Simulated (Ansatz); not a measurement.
Consider the redistribution: `O[Si](O)(F)[SiH3]` + `C[O][Ga]([CH3])[F]` → `O[Si](O)(F)[SiH2]F` + `C[O][GaH][CH3]`.

Gas-phase electronic energies from Ansatz, PBE0-D4/def2-TZVP geometries. CCSD(T)/CBS is the MP2 limit (def2-TZVPP, def2-QZVPP) plus CCSD(T) − MP2 in def2-TZVPP, frozen cores. Functionals use def2-TZVPP. B3LYP here is the variant with VWN-RPA as its local correlation; programs differ in this. HSE06 is defined as in plane-wave codes. For Ga outer-core shells are correlated without core-valence functions, which leaves a few kJ/mol of doubt a bond. Scalar relativity is left out up to krypton. Each species was taken in one conformer, which may not be the lowest.

Q: Is it downhill or uphill in electronic energy at CCSD(T)/CBS, and by how much? (Estimate.)

A: The calculation gave: Downhill: ΔE = -23.9 kJ/mol.

Q: What do these levels give: LDA (SPW92), HSE06-D4, CAM-B3LYP-D4, B3LYP, HF/CBS(def2), MP2/CBS(def2)? (Best estimate.)

A: Computed: LDA (SPW92) -23.2, HSE06-D4 -19.9, CAM-B3LYP-D4 -25.6, B3LYP -22.7, HF/CBS(def2) -26.1, MP2/CBS(def2) -24.6 kJ/mol.

Largest T1 diagnostic among the species: 0.014.

In def2-TZVPP, CCSD(T) changes the Hartree–Fock value by +6.5 kJ/mol (the triples alone add +1.6 kJ/mol) and MP2 by +5.7 kJ/mol. From BLYP to BHLYP (50 % exact exchange), in def2-TZVPP and without D4, ΔE moves by −5.5 kJ/mol. At CCSD(T), def2-SVP lies +30.2 kJ/mol from the extrapolated value and def2-TZVPP +5.0 kJ/mol.
